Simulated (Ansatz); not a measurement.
Isomers of B5H3 (singlet), relaxed with PBE-D4/def2-SVP; total energies from Ansatz at CCSD(T)/def2-TZVPP.

```
isomer                                                      description  energy (Eh)
     A   point group Cs; 7 × B–B 1.55 to 1.82 Å; 3 × B–H 1.20 to 1.21 Å   -125.60682
     B  point group C2v; 7 × B–B 1.55 to 1.80 Å; 3 × B–H 1.20 to 1.21 Å   -125.59379
```

Correlated methods freeze 5 core orbitals.

The isomers come from a short search, and lower ones may exist.

Problem. Work out the relative energies (1 Eh = 2625.5 kJ/mol) and the Boltzmann populations at 800 K from electronic energies alone (R = 8.314 J/mol/K).

Solution. ΔE: A 0.0, B 34.2 kJ/mol. RT = 6.65 kJ/mol. Factors exp(−ΔE/RT): A 1, B 0.00584; sum 1.006. Populations: A 99.4 %, B 0.6 %. Zero-point energy, vibrational entropy and symmetry numbers are left out and can shift these; an error of 4 kJ/mol changes a ratio by a factor of 1.8. Over the other density-functional and correlated levels in def2 sets, the gap between A and B ranges from 32 to 34 kJ/mol.
